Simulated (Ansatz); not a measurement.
`C=CCCCCCCCCC[S][Ag]`. Total charge 0; singlet. Geometry PBE-D4/def2-SVP.

```
atom    x (Å)    y (Å)    z (Å)
  C1  -4.6066  -3.1226   1.7079
  C2  -3.3005  -2.9790   1.9975
  C3  -2.6776  -1.7477   2.5965
  C4  -1.7270  -0.9880   1.6477
  C5  -0.4846  -1.7772   1.2179
  C6   0.4401  -1.0257   0.2499
  C7   1.1200   0.2161   0.8409
  C8   2.1136   0.9063  -0.1038
  C9   1.4788   1.5492  -1.3424
 C10   2.4927   2.2572  -2.2473
 C11   1.8553   2.9259  -3.4637
 S12   3.0260   3.6736  -4.6664
Ag13   4.2268   5.1789  -3.3414
 H14  -5.0023  -4.0469   1.2578
 H15  -5.3333  -2.3178   1.9151
 H16  -2.6161  -3.8182   1.7720
 H17  -3.4814  -1.0591   2.9331
 H18  -2.1061  -2.0353   3.5091
 H19  -2.2948  -0.6755   0.7427
 H20  -1.4141  -0.0496   2.1541
 H21   0.0914  -2.0751   2.1243
 H22  -0.8007  -2.7267   0.7353
 H23  -0.1443  -0.7435  -0.6539
 H24   1.2299  -1.7225  -0.1093
 H25   0.3518   0.9566   1.1567
 H26   1.6523  -0.0807   1.7721
 H27   2.8849   0.1712  -0.4285
 H28   2.6661   1.6902   0.4600
 H29   0.6986   2.2755  -1.0180
 H30   0.9411   0.7778  -1.9368
 H31   3.2666   1.5384  -2.5936
 H32   3.0429   3.0326  -1.6634
 H33   1.3127   2.1665  -4.0708
 H34   1.0980   3.6752  -3.1515
```

In the def2 sets Ag takes a core potential, while STO-3G treats all electrons; there is no spin–orbit coupling. The restricted singlet is unstable towards broken spin symmetry in Hartree–Fock (as tested in another run); at HF/STO-3G, PBE-D4/def2-SVP, PBE-D4/def2-TZVP, r2SCAN-D4/def2-TZVP and others this wasn't settled.

(1) Estimate the orbital energies around the gap (eV) in Ansatz with HF/STO-3G, PBE-D4/def2-SVP, PBE-D4/def2-TZVP, r2SCAN-D4/def2-TZVP, PBE0-D4/def2-SVP.

Answers

(1) 
```json
{"orbital": "HOMO−5", "HF/STO-3G": "-8.61", "PBE-D4/def2-SVP": "-7.34", "PBE-D4/def2-TZVP": "-7.38", "r2SCAN-D4/def2-TZVP": "-7.65", "PBE0-D4/def2-SVP": "-8.69"}
{"orbital": "HOMO−4", "HF/STO-3G": "-8.61", "PBE-D4/def2-SVP": "-7.20", "PBE-D4/def2-TZVP": "-7.24", "r2SCAN-D4/def2-TZVP": "-7.51", "PBE0-D4/def2-SVP": "-8.55"}
{"orbital": "HOMO−3", "HF/STO-3G": "-8.12", "PBE-D4/def2-SVP": "-7.18", "PBE-D4/def2-TZVP": "-7.19", "r2SCAN-D4/def2-TZVP": "-7.41", "PBE0-D4/def2-SVP": "-8.45"}
{"orbital": "HOMO−2", "HF/STO-3G": "-7.01", "PBE-D4/def2-SVP": "-6.11", "PBE-D4/def2-TZVP": "-6.20", "r2SCAN-D4/def2-TZVP": "-6.38", "PBE0-D4/def2-SVP": "-7.25"}
{"orbital": "HOMO−1", "HF/STO-3G": "-5.81", "PBE-D4/def2-SVP": "-5.73", "PBE-D4/def2-TZVP": "-5.78", "r2SCAN-D4/def2-TZVP": "-5.88", "PBE0-D4/def2-SVP": "-6.60"}
{"orbital": "HOMO", "HF/STO-3G": "-5.79", "PBE-D4/def2-SVP": "-4.75", "PBE-D4/def2-TZVP": "-4.84", "r2SCAN-D4/def2-TZVP": "-4.98", "PBE0-D4/def2-SVP": "-5.77"}
{"orbital": "LUMO", "HF/STO-3G": "4.22", "PBE-D4/def2-SVP": "-3.28", "PBE-D4/def2-TZVP": "-3.36", "r2SCAN-D4/def2-TZVP": "-3.15", "PBE0-D4/def2-SVP": "-2.52"}
{"orbital": "LUMO+1", "HF/STO-3G": "5.87", "PBE-D4/def2-SVP": "-0.78", "PBE-D4/def2-TZVP": "-0.88", "r2SCAN-D4/def2-TZVP": "-0.57", "PBE0-D4/def2-SVP": "-0.13"}
{"orbital": "LUMO+2", "HF/STO-3G": "6.30", "PBE-D4/def2-SVP": "-0.62", "PBE-D4/def2-TZVP": "-0.82", "r2SCAN-D4/def2-TZVP": "-0.55", "PBE0-D4/def2-SVP": "0.26"}
{"orbital": "LUMO+3", "HF/STO-3G": "8.66", "PBE-D4/def2-SVP": "-0.33", "PBE-D4/def2-TZVP": "-0.42", "r2SCAN-D4/def2-TZVP": "-0.08", "PBE0-D4/def2-SVP": "0.44"}
{"orbital": "LUMO+4", "HF/STO-3G": "12.17", "PBE-D4/def2-SVP": "1.00", "PBE-D4/def2-TZVP": "0.50", "r2SCAN-D4/def2-TZVP": "1.15", "PBE0-D4/def2-SVP": "1.72"}
{"orbital": "LUMO+5", "HF/STO-3G": "13.29", "PBE-D4/def2-SVP": "1.05", "PBE-D4/def2-TZVP": "0.67", "r2SCAN-D4/def2-TZVP": "1.29", "PBE0-D4/def2-SVP": "1.93"}
```
